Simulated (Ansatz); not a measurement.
Two isomers of C2H6Cl2Si: A = `ClC[SiH2]CCl`, B = `[SiH3]CC(Cl)Cl`.

Program: Ansatz. Geometries: PBE0-D4/def2-TZVP. ΔE: electronic, gas phase. CBS: MP2 limit from def2 TZ/QZ plus the TZ coupled-cluster correction, frozen cores. DFT in def2-TZVPP. B3LYP here is the variant with VWN-RPA as its local correlation; programs differ in this. One conformer a species, not always the lowest.

Problem. Which isomer does CCSD(T)/CBS put lower? Give the gap. (Best estimate.)

Solution. Ansatz gave: A, by 26.9 kJ/mol.

Problem. Give E(B) − E(A) in kJ/mol with PBE-D4, PBE0-D4, ωB97M-V, CCSD(T)/def2-TZVPP, B3LYP, B2PLYP, r2SCAN-D4. (An estimate is asked.)

Solution. Ansatz gave: PBE-D4 24.9, PBE0-D4 27.5, ωB97M-V 28.6, CCSD(T)/def2-TZVPP 25.3, B3LYP 30.3, B2PLYP 27.9, r2SCAN-D4 26.0. None reverses the order clearly.

Largest T1 diagnostic: 0.010.

In def2-TZVPP, CCSD(T) changes the Hartree–Fock value by −9.8 kJ/mol (the triples alone add −2.4 kJ/mol) and MP2 by −12.7 kJ/mol.
